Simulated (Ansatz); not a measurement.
Two isomers of C2H8B2: A = `BBCC`, B = `BC(B)C`.

Isolated molecules relaxed with PBE0-D4/def2-TZVP in Ansatz; ΔE leaves out vibrations. CCSD(T)/CBS is the MP2 limit (def2-TZVPP, def2-QZVPP) plus CCSD(T) − MP2 in def2-TZVPP, frozen cores. Functionals use def2-TZVPP. B3LYP here is the variant with VWN-RPA as its local correlation; programs differ in this. Each species was taken in one conformer, which may not be the lowest.

(1) Which is lower in electronic energy at CCSD(T)/CBS, and by how much? (Estimate.)

(2) Give E(B) − E(A) in kJ/mol with B3LYP-D4, r2SCAN-D4, MP2/def2-TZVPP, CCSD(T)/def2-SVP, PBE0-D4, ωB97M-V, PBE-D4. (Estimate.)

(3) Does the order hold for the free energy at 298.15 K (harmonic terms from PBE0-D4)? (Best estimate.)

Largest T1 diagnostic: 0.011.

Results:

(1) Computed: B, by 25.3 kJ/mol.

(2) Ansatz gave: B3LYP-D4 -18.6, r2SCAN-D4 -18.7, MP2/def2-TZVPP -32.6, CCSD(T)/def2-SVP -26.7, PBE0-D4 -19.0, ωB97M-V -25.5, PBE-D4 -16.4. None reverses the order clearly.

(3) The calculation gave: Yes: G(B) − G(A) = -26.2 kJ/mol, for one conformer each. Modes under 60 cm⁻¹, often nearly free rotors, make the harmonic entropy too high.

Leaving LDA and LC-ωPBE aside and taking each functional with its dispersion term where it has one, the values, not all of them listed here, spread over 13.6 kJ/mol, from ωB97M-V to B97M-V. LDA lies −5.9 kJ/mol from PBE without D4. In def2-TZVPP, CCSD(T) changes the Hartree–Fock value by −5.8 kJ/mol (the triples alone add −2.0 kJ/mol) and MP2 by −12.8 kJ/mol.
